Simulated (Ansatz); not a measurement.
Start from `[CH3][SnH2][F]` and change one atom or group to get `[CH3][SnH2][CH3]`.

Ansatz, PBE0-D4/def2-TZVP geometries, multiplicity 1. 

Elements past krypton have def2 core potentials.

```
                                                                                  property  `[CH3][SnH2][F]`
                                          size of the dipole moment (B3LYP/def2-TZVPP) / D              3.05
                                                     LUMO energy (ωB97M-V/def2-TZVPP) / eV              1.07
                                                       HOMO energy (B3LYP/def2-TZVPP) / eV             -8.49
                                        size of the dipole moment (ωB97M-V/def2-TZVPP) / D              3.05
                                            size of the dipole moment (PBE/def2-TZVPP) / D              2.90
ideal-gas entropy at 298 K and 1 bar (rigid rotor, harmonic PBE0-D4/def2-TZVP) / J/(mol·K)               321
```

Task: Give the same properties after the change, and the shifts. (Estimate.)

Result: Computed: 
```
                                                                                  property  `[CH3][SnH2][CH3]`  shift
                                          size of the dipole moment (B3LYP/def2-TZVPP) / D                0.78  -2.27
                                                     LUMO energy (ωB97M-V/def2-TZVPP) / eV                1.70   0.63
                                                       HOMO energy (B3LYP/def2-TZVPP) / eV               -7.81   0.68
                                        size of the dipole moment (ωB97M-V/def2-TZVPP) / D                0.73  -2.32
                                            size of the dipole moment (PBE/def2-TZVPP) / D                0.81  -2.09
ideal-gas entropy at 298 K and 1 bar (rigid rotor, harmonic PBE0-D4/def2-TZVP) / J/(mol·K)                 333     12
```

With PBE0 the HOMO rises by 0.68 eV and the LUMO rises by 0.90 eV, so the gap widens by about 0.22 eV. PBE moves the HOMO by 0.51 eV and ωB97M-V by 0.69 eV. The zero-point energy changes by 89.1 kJ/mol with +9 modes. Dipoles are sizes alone; their direction can turn.

B3LYP here is the variant with VWN-RPA as its local correlation; programs differ in this.
